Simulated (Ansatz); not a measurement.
Consider the germylene loss: `[F][GeH3]` → H–F + `[GeH2]`.

Calculated with Ansatz (gas phase, PBE0-D4/def2-TZVP geometries, no zero-point term in ΔE). CCSD(T)/CBS is the MP2 limit (def2-TZVPP, def2-QZVPP) plus CCSD(T) − MP2 in def2-TZVPP, frozen cores. This one scheme is used for every species. DFT in def2-TZVPP. For Ge outer-core shells are correlated without core-valence functions, which leaves a few kJ/mol of doubt a bond. Scalar relativity is left out up to krypton.

Task: Is it downhill or uphill in electronic energy at CCSD(T)/CBS, and by how much? (An estimate is asked.)

Result: The calculation gave: Uphill: ΔE = +51.9 kcal/mol.

Task: What do these levels give: revPBE, HF/def2-TZVPP, SCS-MP2/def2-TZVPP, CCSD(T)/def2-TZVPP, HF/def2-QZVPP, CCSD/CBS(def2)? (Estimate.)

Result: Computed: revPBE 47.9, HF/def2-TZVPP 52.4, SCS-MP2/def2-TZVPP 55.6, CCSD(T)/def2-TZVPP 53.8, HF/def2-QZVPP 52.8, CCSD/CBS(def2) 51.3 kcal/mol.

Largest T1 diagnostic among the species: 0.012.

From BLYP to BHLYP (50 % exact exchange), in def2-TZVPP and without D4, ΔE moves by +6.0 kcal/mol. Leaving LDA and LC-ωPBE aside and taking each functional with its dispersion term where it has one, the values, not all of them listed here, spread over 9.2 kcal/mol, from BLYP-D4 to r2SCAN-D4. LDA lies +7.7 kcal/mol from PBE without D4. In def2-TZVPP, CCSD(T) changes the Hartree–Fock value by +1.3 kcal/mol (the triples alone add +0.6 kcal/mol) and MP2 by +4.7 kcal/mol.
